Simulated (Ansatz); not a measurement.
Mulliken charges of H4OSiZn (`[OH][Zn][SiH3]`) from r2SCAN/def2-TZVPP in Ansatz (PBE0-D4/def2-TZVP geometry).

| atom | x (Å) | y (Å) | z (Å) | charge (e) |
| --- | --- | --- | --- | --- |
| O1 | -1.553 | -2.295 | -0.126 | -0.534 |
| Zn2 | -0.547 | -0.825 | -0.043 | 0.352 |
| Si3 | 0.903 | 1.009 | 0.064 | 0.194 |
| H4 | -2.505 | -2.187 | -0.154 | 0.197 |
| H5 | 2.076 | 0.823 | -0.835 | -0.067 |
| H6 | 1.417 | 1.216 | 1.446 | -0.069 |
| H7 | 0.209 | 2.259 | -0.352 | -0.073 |

Task: By hand: the dipole of these point charges (1 e Å = 4.8032 D).

Result: Σ q r = (0.066, 0.396, 0.016) e Å, of length 0.402 e Å = 1.93 D.

Task: How does the dipole of the full density compare? (Best estimate.)

Result: The calculation gave: (-0.126, 0.263, 0.005) e Å, 1.40 D; the point charges give 1.38 times that, at 35° from its direction.

Point charges leave out the atoms' own dipoles, such as those of lone pairs, and Mulliken's split depends on the basis, so the two needn't agree.
